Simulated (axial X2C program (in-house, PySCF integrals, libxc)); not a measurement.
Correcting the dissociation energy of InF⁺ for spin–orbit coupling

A spin-free PBE0 curve (one-electron X2C) was computed with an axial X2C code built on PySCF integrals, basis In dyall-cv3z [11s12p9d4f1g], F dyall-av3z [7s6p3d2f] (cores contracted in-house), for the state M_S = 1/2, Λ = 0 (beyond evenly filled blocks: σα). It gives D0 = 1.158 eV to In+ + F, which in a spin-free picture are the weighted means of the ground terms.

Measured levels of the ground terms (NIST Handbook of Basic Atomic Spectroscopic Data), in cm⁻¹: In+ 1S: J = 0 at 0; F 2P: J = 3/2 at 0, J = 1/2 at 404.1.

The molecular state has Λ = 0, so it has no first-order lowering.

Problem. How far does each ground level lie under the (2J+1)-weighted mean of its term?

Solution. In+: a single level, 0; F: (4 × 0 + 2 × 404.1)/6 = 135 cm⁻¹.

Problem. Correct D0.

Solution. D0 = 1.158 + (0 − 135)/8065.5 = 1.141 eV at PBE0 with these spin–orbit terms.

Second-order spin–orbit effects in the molecule, which grow quickly with Z, are left out. The state is one determinant whose occupation by symmetry is held fixed; it was picked as the lowest of a PBE0 search that is not exhaustive. De is counted from the lowest determinant-based energies of the atoms at the same level, without counterpoise correction.
